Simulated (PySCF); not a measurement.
## `C([C@H]1C=C[C@@H](C#C)[SiH2]1)#N`, C₇H₇NSi

Geometry:
| atom | x (Å) | y (Å) | z (Å) |
| --- | --- | --- | --- |
| C1 | 2.817 | -0.376 | -1.316 |
| C2 | 2.079 | -0.137 | -0.404 |
| C3 | 1.157 | 0.116 | 0.681 |
| C4 | 0.359 | -1.125 | 0.993 |
| C5 | -0.959 | -1.071 | 0.964 |
| C6 | -1.629 | 0.236 | 0.620 |
| C7 | -2.489 | 0.078 | -0.513 |
| N8 | -3.158 | -0.045 | -1.434 |
| Si9 | -0.168 | 1.446 | 0.261 |
| H10 | 3.478 | -0.576 | -2.105 |
| H11 | 1.750 | 0.395 | 1.561 |
| H12 | 0.901 | -2.029 | 1.229 |
| H13 | -1.588 | -1.923 | 1.175 |
| H14 | -2.252 | 0.573 | 1.456 |
| H15 | -0.133 | 1.888 | -1.129 |
| H16 | -0.174 | 2.556 | 1.218 |

Method: PySCF, GIAO HF/pcSseg-1 magnetisability, rotational g tensor and spin-rotation constants, non-relativistic, gas phase. Geometry: GFN2-xTB.

(1) What are the magnetisability and the molar susceptibility?

(2) Split it along the inertial axes a, b, c into diamagnetic and paramagnetic parts about the centre of mass, with the quadrupole moment.

(3) And the rotational g tensor?

Results:

(1) Isotropic -1422 × 10⁻³⁰ J/T², or -85.7 × 10⁻⁶ cm³/mol; principal values -1588, -1409, -1270 × 10⁻³⁰ J/T², anisotropy 276 × 10⁻³⁰ J/T² (root of half the summed squared differences of the principal values). The susceptibility is in cgs units.

(2) 
| axis | χ (10⁻⁶ cm³/mol) | diamagnetic (10⁻⁶ cm³/mol) | paramagnetic (10⁻⁶ cm³/mol) | summed x² of all electrons (Å²) | quadrupole Θ (D Å) |
| --- | --- | --- | --- | --- | --- |
| a | -85.0 | -625.8 | 540.8 | 247.0 | -9.39 |
| b | -81.2 | -1343.4 | 1262.1 | 77.9 | +7.13 |
| c | -90.8 | -1378.3 | 1287.5 | 69.6 | +2.26 |

Anisotropies 2χaa − χbb − χcc = +2.1 and 2χbb − χaa − χcc = +13.3 × 10⁻⁶ cm³/mol. Θ is traceless in Buckingham's convention.

(3) 
| axis | rotational constant (GHz) | g | nuclear part | electronic part |
| --- | --- | --- | --- | --- |
| a | 2.3929 | -0.0258 | 0.5822 | -0.6079 |
| b | 0.9378 | -0.0160 | 0.5401 | -0.5561 |
| c | 0.9149 | -0.0103 | 0.5431 | -0.5534 |

Asymmetric top; isotopes 12C, 1H, 14N, 28Si; no vibrational averaging.
